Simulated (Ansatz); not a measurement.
```yaml
crystal:
  periodic: [false, false, false]
  atoms:
    - {symbol: Cl, position_ang: [-0.809521, -1.721389, -0.846563]}
    - {symbol: C, position_ang: [0.100993, -0.519185, 0.023191]}
    - {symbol: Cl, position_ang: [1.303777, -1.214306, 1.072433]}
    - {symbol: B, position_ang: [-0.304862, 0.929248, 0.087385]}
    - {symbol: O, position_ang: [0.607980, 0.548946, -0.817383]}
    - {symbol: H, position_ang: [-0.856267, 1.912684, 0.434738]}
basis:
  gaussian: {orbitals: def2-TZVP}
magnetization: {spin_polarized: true, initial_magnetization: 3}
hamiltonian: {xc: {name: wB97M-V}}
output: {forces: true}
```

```sh
$ ansatz run in.yaml --threads 2 --pin off --events-out ev --progress --plain --max-ram 4352MiB
```

Shortened log:

```
Error: a molecule whose nuclei and cores have a total charge of 54 cannot have a net charge of 0 together with 3 unpaired electrons
```

Problem. What is wrong with this run?

Solution. The number of unpaired electrons doesn't fit the electron count. The program refused the input.
